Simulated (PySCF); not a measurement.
Si(F)2(Br)(Vi), SMILES C(=C)[Si](Br)(F)F (C2H3BrF2Si) at its B3LYP/def2-SVP optimised geometry (Å):

```
9

C     -2.3965    -1.0494    -2.3010
C     -1.5609    -1.6530    -1.4434
Si    -0.8444    -0.7639     0.0000
F     -1.3680     0.7639     0.0000
F     -1.3184    -1.4151     1.3984
Br     1.3680    -0.7639     0.0000
H     -2.6899    -0.0013    -2.1807
H     -2.8220    -1.5783    -3.1609
H     -1.2873    -2.7030    -1.6041
```

Level of theory: B3LYP/def2-TZVP in PySCF. Cells within 0.4 Å of a nucleus heavier than hydrogen are left out (blank, or x).

Map of the deformation density (molecule minus spherical neutral atoms) (e/bohr³) on the plane z = 0.0 Å:

```
|33333333333333333333333333333|
|33333333333333333333333333333|
|33333333333333333333333333333|
|33333333333333333333333333333|
|33333333333333333333333333333|
|33333333333333333333333333333|
|33333333333333333333333333333|
|33333333333333333333333333333|
|33333332233333333333333333333|
|33333332344333333333333333333|
|33333335xx8433333333333333333|
|3333334xxxx532223333333333333|
|33333346xx6632223333333333333|
|33333345899632233333333333333|
|33322234687421233334543222333|
|33322222244212355435653222233|
|3322211002xx2356633xx53222233|
|3322210002xxx46763xxxx3222233|
|3322221002xx2357633xx53222233|
|33222211121101455434553222233|
|33322222211001234345543222333|
|33322222211001233334433333333|
|33322222221111223333333333333|
|33332222222222223333333333333|
|33333222222222223333333333333|
|33333322222222233333333333333|
|33333332222223333333333333333|
|33333333333333333333333333333|
|33333333333333333333333333333|
```
Scale: ten equal steps from -0.021 (start of '0') to 0.043 (end of '9'), in the order '0123456789'; x runs from -3.50 to 3.50, y from -3.50 (bottom) to 3.50 (top).
